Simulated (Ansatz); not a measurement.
C5HF8GaO2, SMILES `FC(F)(F)C1=CC(C(F)(F)F)=[O+][Ga-]([F])([F])[O]1`. The species carries charge 0 and has multiplicity 1. The structure was optimised at the PBE0-D4/def2-TZVP level.

```xyz
17

F    -1.955    1.714    1.847
C    -2.032    1.665    0.520
F    -3.235    1.212    0.186
F    -1.891    2.896    0.045
C    -0.952    0.752   -0.083
C    -0.056    0.107    0.758
C     0.939   -0.726    0.264
C     1.905   -1.413    1.244
F     1.810   -2.731    1.113
F     1.638   -1.095    2.508
F     3.151   -1.045    0.972
O     1.176   -1.015   -0.940
Ga    0.175   -0.344   -2.416
F    -0.708   -1.646   -3.148
F     1.179    0.721   -3.351
O    -1.009    0.692   -1.342
H    -0.134    0.257    1.822
```

Task: What is the dipole moment at ωB97M-V/def2-TZVPP? (Estimate.)

Result: Computed: 3.81 D, with components (-0.27, 0.53, 3.77) D in this frame, pointing from negative to positive charge.

Task: And with PBE, r2SCAN, B3LYP? (Estimate.)

Result: The calculation gave: PBE 3.64 D, r2SCAN 3.74 D, B3LYP 3.82 D.

Task: Give the Mulliken charges with ωB97M-V, PBE, B3LYP in def2-TZVPP. (Estimate.)

Result: The calculation gave: 
```tsv
atom	ωB97M-V	PBE	B3LYP
F1	-0.15	-0.12	-0.16
C2	0.49	0.39	0.52
F3	-0.14	-0.10	-0.15
F4	-0.14	-0.10	-0.15
C5	0.16	0.11	0.14
C6	-0.15	-0.14	-0.16
C7	0.16	0.11	0.14
C8	0.49	0.39	0.52
F9	-0.14	-0.10	-0.15
F10	-0.15	-0.12	-0.16
F11	-0.14	-0.10	-0.15
O12	-0.27	-0.17	-0.24
Ga13	0.81	0.65	0.80
F14	-0.36	-0.32	-0.36
F15	-0.36	-0.32	-0.36
O16	-0.27	-0.17	-0.24
H17	0.15	0.13	0.16
```

B3LYP here is the variant with VWN-RPA as its local correlation; programs differ in this.
